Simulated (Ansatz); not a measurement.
**Which is lower?**

Two relaxed structures of Si2H3OF, singlet (PBE0-D4/def2-TZVP; forces vanish, vibrations not checked).

A:

| atom | x (Å) | y (Å) | z (Å) |
| --- | --- | --- | --- |
| O1 | -0.0270 | -1.6377 | -0.8594 |
| Si2 | 0.6549 | -1.1921 | 0.5822 |
| F3 | 1.6046 | 2.0911 | 0.8849 |
| Si4 | 0.4199 | 1.2211 | 0.2259 |
| H5 | -0.2785 | -0.9862 | -1.5208 |
| H6 | -0.8688 | 1.7371 | 0.7808 |
| H7 | 0.4012 | 1.5277 | -1.2427 |

B:

O1  (0.435, -1.676, -0.742)
Si2  (0.105, -0.557, 0.384)
F3  (0.030, -1.414, 1.713)
Si4  (0.289, 1.681, 0.251)
H5  (0.495, -1.374, -1.653)
H6  (-0.936, 1.790, 1.136)
H7  (-0.417, 1.548, -1.090)
(Å)

Program: Ansatz 0.2.0. Basis: def2-TZVPP. Cores are frozen in the correlated methods. B3LYP uses VWN-RPA correlation.

Which structure is lower at CCSD(T), and by how much? (To be estimated.)

The calculation gives: B, by 2.84 kcal/mol (electronic energy, against the other). By their contacts, A is Si₂H₃OF ([OH][Si][SiH2][F]) and B is Si₂H₃OF ([OH][Si]([F])[SiH2]).

Do the other methods give the same order? (A judgement: the text doesn't fix the answer.)

The calculation gives: Not all: HF gives the other order.

```tsv
method	E(B) − E(A) (kcal/mol)
PBE-D4	-7.33
r2SCAN-D4	-8.25
PBE0-D4	-5.63
B3LYP-D4	-3.05
wB97M-V	-2.92
HF	5.74
MP2	-4.46
CCSD	-0.97
CCSD(T)	-2.84
```

T1 diagnostic: at most 0.018. The restricted Hartree–Fock reference is unstable towards an unrestricted one at one or more of these structures.

Labels in which every atom is bracketed show which atoms are joined, not bond orders.

For scale, one of the runs: CCSD(T)/def2-TZVPP, 188 basis functions, launched by `ansatz run in.yaml --threads 2 --pin off --events-out ev --progress --plain --max-ram 4352MiB`. Time: 47 s of wall clock on 2 CPU threads of an Arm Neoverse V2; the host was shared. Peak host memory: 1.9 GiB.
